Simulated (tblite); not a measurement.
Compound: C3H10O3SSi.
Z-matrix (Å and degrees, GFN2-xTB geometry), rows numbered from 1:
```
C 
O   1  1.4068
C   2  1.4069  1  114.78
C   3  1.5267  2  113.24  1    73.84
S   4  1.8171  3  111.30  2   177.23
Si  5  2.1460  4  101.36  3   -72.83
O   6  1.6209  5  108.42  4  -178.50
O   6  1.6163  5  111.33  4    64.12
H   1  1.0956  2  112.13  3   -70.28
H   1  1.0886  2  106.26  3   170.75
H   1  1.0968  2  111.15  3    51.84
H   3  1.1004  2  110.64  1   -49.15
H   3  1.0923  2  105.39  1  -166.60
H   4  1.0898  3  111.27  2   -65.70
H   4  1.0894  3  110.62  2    56.12
H   6  1.4534  5  108.42  4   -56.09
H   7  0.9525  6  120.61  5    41.31
H   8  0.9543  6  119.83  5   130.74
```

Level: GFN2-xTB in tblite, geometry and Hessian alike; calculated harmonic values, unscaled, isolated species. Against measured fundamentals such values can be off by several per cent, at times by over 20. Modes of hydrogen on silicon can be 10 to 20 % off. One conformer, not necessarily the lowest.

Harmonic wavenumbers (cm⁻¹): 35.5, 43.2, 67.9, 111.3, 115.4, 158.4, 178.3, 186.2, 223.4, 267.7, 287.8, 323.6, 349.7, 465.2, 509.8, 663.5, 710.6, 770.8, 784.0, 792.6, 830.8, 898.4, 950.2, 954.0, 1002.8, 1041.9, 1101.7, 1130.3, 1134.1, 1206.6, 1226.4, 1284.1, 1346.5, 1406.6, 1449.7, 1462.2, 1472.9, 1490.8, 2325.0, 2872.7, 2904.9, 2927.3, 2985.5, 2989.6, 3001.9, 3023.9, 3656.3, 3693.0.

A = 3193, B = 648.4, C = 565.4 MHz; mass 154.012 u (most abundant isotopes); point group C1, symmetry number 1.

Problem. Zero-point energy?

Solution. Half the sum of the wavenumbers: 29408 cm⁻¹ = 351.79 kJ/mol.

Problem. Give the ideal-gas entropy at 200 K and 1 bar in the rigid-rotor, harmonic-oscillator model (classical rotation).

Solution. Translation 163.38, rotation 120.53, vibration 116.10: S = 400.0 J/(mol K).

Problem. And Cp and H(200 K) − H(0)?

Solution. Cp = 140.79 J/(mol K), of which vibrations give 107.53 (their classical limit is 48 R = 399.1); H(200 K) − H(0) = 18.66 kJ/mol without the zero-point energy, 12.01 from vibrations.

Problem. What must be added to the electronic energy to get the Gibbs energy at 200 K and 1 bar?

Solution. ZPE + [H(200 K) − H(0)] − T·S = 351.79 + 18.66 − 80.00 = 290.45 kJ/mol.

Problem. Which modes carry the vibrational entropy at 200 K?

Solution. 35.5 cm⁻¹: 19.69; 43.2 cm⁻¹: 18.06; 67.9 cm⁻¹: 14.35; 111.3 cm⁻¹: 10.38; 115.4 cm⁻¹: 10.10; 158.4 cm⁻¹: 7.66 J/(mol K); the other 42 give 35.85 together.

Problem. How do the functions run with temperature in this model?

Solution. 
| T (K) | S (J/(mol K)) | Cp (J/(mol K)) | H − H(0) (kJ/mol) | G − H(0) (kJ/mol) | ln q(vib) |
| --- | --- | --- | --- | --- | --- |
| 50 | 261.3 | 67.0 | 2.40 | -10.66 | 1.04 |
| 100 | 318.0 | 98.5 | 6.59 | -25.21 | 2.95 |
| 298.15 | 463.3 | 178.7 | 34.34 | -103.79 | 10.13 |
| 373.15 | 506.4 | 206.1 | 48.78 | -140.17 | 12.54 |
| 500 | 572.4 | 245.1 | 77.50 | -208.68 | 16.38 |
| 750 | 682.7 | 298.4 | 145.97 | -366.03 | 23.27 |
| 1000 | 773.6 | 333.2 | 225.20 | -548.41 | 29.37 |

q(vib) and H(0) count from the zero-point level.

Hindered rotation and anharmonicity are outside this model. Other conformers, if any are populated, would add a mixing term that is left out. The structure is chiral; the term R ln 2 for an equal mix with its mirror image is left out.
